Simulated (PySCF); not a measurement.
`Cc1ccc([S@@](C)=O)cc1`, C₈H₁₀OS

Molfile (atoms numbered from 1):
```
C8H10OS
     RDKit          3D

 20 20  0  0  0  0  0  0  0  0999 V2000
   -2.9702    0.3339    0.5434 C   0  0  0  0  0  0  0  0  0  0  0  0
   -1.5652   -0.1161    0.2683 C   0  0  0  0  0  0  0  0  0  0  0  0
   -0.8313   -0.8157    1.2341 C   0  0  0  0  0  0  0  0  0  0  0  0
    0.4602   -1.2665    0.9732 C   0  0  0  0  0  0  0  0  0  0  0  0
    1.0303   -1.0022   -0.2660 C   0  0  0  0  0  0  0  0  0  0  0  0
    2.6874   -1.6534   -0.5705 S   0  0  0  0  0  4  0  0  0  0  0  0
    3.5618   -0.0705   -0.3783 C   0  0  0  0  0  0  0  0  0  0  0  0
    3.0584   -2.4644    0.6387 O   0  0  0  0  0  0  0  0  0  0  0  0
    0.3203   -0.3255   -1.2552 C   0  0  0  0  0  0  0  0  0  0  0  0
   -0.9677    0.1221   -0.9774 C   0  0  0  0  0  0  0  0  0  0  0  0
   -3.2180    1.2489   -0.0138 H   0  0  0  0  0  0  0  0  0  0  0  0
   -3.6955   -0.4400    0.2408 H   0  0  0  0  0  0  0  0  0  0  0  0
   -3.1286    0.5290    1.6137 H   0  0  0  0  0  0  0  0  0  0  0  0
   -1.2830   -1.0142    2.2102 H   0  0  0  0  0  0  0  0  0  0  0  0
    1.0487   -1.8276    1.7051 H   0  0  0  0  0  0  0  0  0  0  0  0
    3.3509    0.3043    0.6329 H   0  0  0  0  0  0  0  0  0  0  0  0
    3.2351    0.6443   -1.1466 H   0  0  0  0  0  0  0  0  0  0  0  0
    4.6324   -0.2923   -0.4884 H   0  0  0  0  0  0  0  0  0  0  0  0
    0.7653   -0.1454   -2.2384 H   0  0  0  0  0  0  0  0  0  0  0  0
   -1.5271    0.6619   -1.7466 H   0  0  0  0  0  0  0  0  0  0  0  0
  1  2  1  0
  2  3  1  0
  3  4  2  0
  4  5  1  0
  5  6  1  0
  6  7  1  1
  6  8  2  0
  5  9  2  0
  9 10  1  0
 10  2  2  0
  1 11  1  0
  1 12  1  0
  1 13  1  0
  3 14  1  0
  4 15  1  0
  7 16  1  0
  7 17  1  0
  7 18  1  0
  9 19  1  0
 10 20  1  0
M  END
```

Theory: TDDFT CAM-B3LYP/aug-cc-pVDZ excited states, vertical, gas phase (PySCF). Geometry: PBE0-D3(BJ)/def2-SVP.

(1) How strongly do the lowest singlets absorb one photon, and two photons of half the energy?

Results:

(1) δ for parallel linear polarisation; σ at the peak of a Lorentzian of half width 0.1 eV, single beam; Ω is circular over linear.
```tsv
state	E (eV)	f	photon λ (nm)	δ (au)	σ (GM)	Ω	main
S1	5.20	0.005	477	1.79	0.02	0.86	HOMO→LUMO+2 0.32, HOMO−2→LUMO 0.13
S2	5.26	0.132	471	55.8	0.56	1.20	HOMO→LUMO 0.59, HOMO→LUMO+1 0.17
S3	5.86	0.038	423	76.9	0.97	0.11	HOMO→LUMO+7 0.13, HOMO→LUMO+10 0.09
S4	5.96	0.028	416	20.6	0.27	1.35	HOMO→LUMO+2 0.32, HOMO−1→LUMO+2 0.23
S5	6.03	0.013	411	74.6	0.99	0.59	HOMO−1→LUMO 0.24, HOMO−2→LUMO+2 0.15
S6	6.10	0.009	407	327	4.46	0.06	HOMO→LUMO+1 0.36, HOMO→LUMO 0.11
```

Among these, the strongest one-photon state is S2, the strongest two-photon state S6, with a dipole change of 6.9 D (relaxed, norm of the difference vector).
